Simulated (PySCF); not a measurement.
A PySCF script (with the pyscf-properties extension) for the NMR shieldings of SMILES CC[Si@@H]1C[SiH2][C@H]1[SiH2]C#N, C5H13NSi3, on a GFN2-xTB geometry:

```python
import basis_set_exchange as bse
import numpy as np
from pyscf import gto, dft
from pyscf.prop import nmr

atoms = """
C    -2.691440   -0.281059   -1.341594
C    -2.288547   -0.361964    0.125551
Si   -0.444988   -0.774612    0.344594
C     0.213543   -0.558501    2.131985
Si    1.334851    0.907738    1.634102
C     0.732653    0.667610   -0.187103
Si    2.033584    0.287150   -1.496042
C     2.921427   -1.253490   -0.920601
N     3.458848   -2.196872   -0.554004
H    -3.752133   -0.057586   -1.445433
H    -2.492251   -1.224636   -1.844004
H    -2.127851    0.497221   -1.851498
H    -2.519872    0.585566    0.614290
H    -2.895407   -1.120660    0.620641
H    -0.140873   -2.069003   -0.281423
H     0.768194   -1.420984    2.487620
H    -0.535074   -0.334776    2.886305
H     0.937442    2.202188    2.197869
H     2.767252    0.698945    1.841268
H     0.175133    1.539984   -0.533555
H     3.068220    1.322406   -1.619045
H     1.466880   -0.042144   -2.810771
"""
names = dict.fromkeys(["C", "Si", "N", "H"], "pcSseg-1")
basis = {el: gto.basis.parse(bse.get_basis(n, elements=[el], fmt="nwchem")) for el, n in names.items()}
mol = gto.M(atom=atoms, basis=basis, charge=0, verbose=0)
mf = dft.RKS(mol, xc="PBE0")
mf.grids.level = 2
mf.grids.alignment = dft.numint.BLKSIZE   # the property module wants whole blocks of grid points
mf.conv_tol = 1e-9
mf.kernel()

calc = nmr.RKS(mf)   # GIAO
C = mf.mo_coeff
Co = C[:, mf.mo_occ > 0]
resp = mf.gen_response(singlet=True, hermi=2)
def vind(x):   # induced exchange potential for any number of trial vectors
    d = np.einsum("pi,xij,qj->xpq", C, 2 * x.reshape(-1, C.shape[1], Co.shape[1]), Co, optimize=True)
    return np.einsum("xpq,pi,qj->xij", resp(d - d.transpose(0, 2, 1)), C, Co, optimize=True).ravel()
mo1, _ = nmr.rhf.solve_mo1(calc, with_cphf=vind)
sigma = calc.kernel(mo1)
for i, s in enumerate(sigma):   # ppm
    print("%2d %-2s %9.2f" % (i, mol.atom_pure_symbol(i), np.trace(s) / 3))
```

Q: What does it print?

A: 
```
 0 C     177.62
 1 C     173.68
 2 Si    347.68
 3 C     190.71
 4 Si    383.02
 5 C     194.43
 6 Si    417.34
 7 C      61.50
 8 N     -94.79
 9 H      30.23
10 H      30.74
11 H      30.74
12 H      30.72
13 H      30.68
14 H      26.52
15 H      30.82
16 H      31.28
17 H      26.69
18 H      26.72
19 H      31.56
20 H      27.11
21 H      27.13
```

These numbers come from an equivalent density-fitted implementation of the same equations, which agrees with the script to about 0.01 ppm for H and up to a few tenths of a ppm for heavy atoms, so last digits may differ.

Size and cost of the density-fitted run: 239 basis functions, 2.2 min wall time on 1 thread of an Arm Neoverse N1, shared host; peak memory 1.1 GiB.
